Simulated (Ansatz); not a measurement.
The same redistribution along the group Mg, Zn, Cd.

Gas-phase electronic energies from Ansatz, PBE0-D4/def2-TZVP geometries. CBS: MP2 limit from def2 TZ/QZ plus the TZ coupled-cluster correction, frozen cores. This one scheme is used for every species. DFT in def2-TZVPP. Elements past krypton have def2 core potentials. For Br, Cd, Mg, Zn outer-core shells are correlated without core-valence functions, which leaves a few kJ/mol of doubt a bond. Scalar relativity is left out up to krypton.

```
                                               reaction  LDA (SPW92) (eV)  CCSD/CBS(def2) (eV)  HF/CBS(def2) (eV)  ωB97X-V (eV)  CCSD(T)/CBS(def2) (eV)
`[CH3][Mg][Br]` + `F[Si]Cl` → `[F][Mg][Br]` + `C[Si]Cl`              0.08                -0.05              -0.09         -0.04                   -0.03
`[CH3][Zn][Br]` + `F[Si]Cl` → `[F][Zn][Br]` + `C[Si]Cl`              1.30                 1.08               0.96          1.15                    1.10
`[CH3][Cd][Br]` + `F[Si]Cl` → `[F][Cd][Br]` + `C[Si]Cl`              1.59                 1.41               1.28          1.40                    1.44
```

Largest T1 diagnostic: 0.014, for `F[Si]Cl`.
